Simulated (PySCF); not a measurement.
A structure optimised at B3LYP-D3(BJ)/def2-SVP, used in a PySCF frequency run:

```
C
H 1 1.1010
H 1 1.1011 2 106.99
C 1 1.5271 2 112.23 3 123.49
H 4 1.1017 1 112.13 2 59.22
H 4 1.1018 5 107.42 1 -123.64
H 4 1.1039 5 107.04 6 -114.67
In 1 2.1759 2 104.70 3 -110.76
F 8 1.9731 1 118.92 2 54.95
O 8 2.0067 9 106.63 1 179.99
H 10 0.9676 8 112.37 9 -179.99
```

Question: Write its SMILES and formula.

Answer: C[CH2][In]([OH])[F], C₂H₆FInO

Question: What are its rotational constants (standard atomic weights)?

Answer: 4.6532, 1.9239, 1.3848 GHz
